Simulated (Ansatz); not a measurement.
**Pulling the pair apart**

The pair of F⁻ (SMILES [F-], atom 1) and SiNH5 (SMILES [SiH3]N, atoms 2–8), both closed shells, in one local arrangement (a lower one may exist), relaxed at PBE0-D4/def2-TZVPD:

| atom | x (Å) | y (Å) | z (Å) |
| --- | --- | --- | --- |
| F1 | -0.2845 | -0.6333 | -1.6595 |
| Si2 | -0.4091 | -0.4193 | 0.0681 |
| N3 | 0.9457 | 0.7079 | -0.0255 |
| H4 | -1.8689 | -0.0186 | -0.0940 |
| H5 | -0.2036 | -1.9110 | 0.2608 |
| H6 | -0.4633 | -0.1711 | 1.6369 |
| H7 | 1.1995 | 1.0935 | -0.9212 |
| H8 | 1.0842 | 1.3518 | 0.7344 |

SiNH5 is shifted rigidly along the line between the mean atom positions of the two fragments (negative: closer). Counterpoise interaction energies in kJ/mol. Ansatz 0.2.0; basis: def2-TZVPPD; cores frozen in the correlated methods.

```csv
shift (Å),HF,wB97M-V,r2SCAN-D4
-0.17,-282.8,-265.3,-269.9
-0.09,-301.8,-289.0,-292.7
0.00,-304.2,-295.9,-298.9
0.09,-296.5,-292.1,-294.6
0.21,-276.3,-276.5,-278.6
0.44,-229.2,-234.5,-236.8
0.87,-150.7,-156.6,-159.7
1.75,-70.0,-68.8,-71.7
```

Q: What does CCSD(T) give at these shifts? (Judge from chemistry; the value comes from the calculation.)

A: By the calculation: -256.7, -281.2, -288.6, -285.1, -269.7, -228.1, -151.6, -67.4 kJ/mol. For zero shift, CCSD(T) at an estimated basis limit (MP2 extrapolated from triple and quadruple zeta, plus CCSD(T) − MP2 in triple zeta) gives -301.4 kJ/mol. These are counterpoise interaction energies, counted from the two frozen fragments.

The T1 diagnostic stays at or below 0.018.

For scale, one of the runs: CCSD(T)/def2-TZVPPD, 210 basis functions, launched by `ansatz run in.yaml --threads 2 --pin off --events-out ev --progress --plain --max-ram 5222MiB`. The run took 68 s on 2 CPU threads of an Arm Neoverse V2 (shared host), with 2.9 GiB of host memory at its peak.
